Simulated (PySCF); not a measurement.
**[Hg(H2O)4]2+ at several levels of theory**

Computed with PySCF 2.14.0 (density fitting, no spin-orbit coupling) at the geometry relaxed with PBE0:

```xyz
13
[Hg(H2O)4]2+ (singlet)
Hg    0.0000    0.0000    0.0000
O     1.3119    1.2672    1.3234
H     1.2496    1.3326    2.2905
H     2.1013    1.7606    1.0469
O    -1.3119   -1.3234    1.2672
H    -2.1012   -1.0469    1.7607
H    -1.2496   -2.2904    1.3327
O     1.3119   -1.2672   -1.3234
H     2.1013   -1.7606   -1.0469
H     1.2496   -1.3326   -2.2905
O    -1.3119    1.3234   -1.2672
H    -1.2496    2.2904   -1.3327
H    -2.1012    1.0469   -1.7607
```

```
level                                              basis    state  HOMO (eV)  gap (eV)  charge on Hg1 (e)  dipole about the centre of mass (D)  largest force component (eV/Å)
 PBE0     Hg def2-SVP with ECP60, O def2-SVP, H def2-SVP  singlet     -18.88      6.78               1.05                                 0.00                            0.01
M06-L                                           the same  singlet     -17.40      4.60               1.13                                 0.00                            0.09
 PBE0  Hg def2-TZVP with ECP60, O def2-TZVP, H def2-TZVP  singlet     -19.05      6.83               1.33                                 0.00                            0.20
 PBE0          Hg x2c-SVPall, O x2c-SVPall, H x2c-SVPall  singlet     -18.96      6.79               0.81                                 0.00                            0.02
```

Charges are Mulliken's, which hang on the basis. The relaxation used the grid (50, 194), these runs (75, 302) or, all-electron (x2c bases, spin-free X2C Hamiltonian), (99, 590).

(1) A further run in the first row's basis gives HOMO (eV) -17.03, gap (eV) 4.06, charge on Hg1 (e) 0.96, dipole about the centre of mass (D) 0.00, largest force component (eV/Å) 0.46. Which level was it?
A. wB97X
B. TPSSh
C. TPSS

Results:

(1) C. The others give HOMO -17.81 eV (TPSSh); -21.48 eV (wB97X).
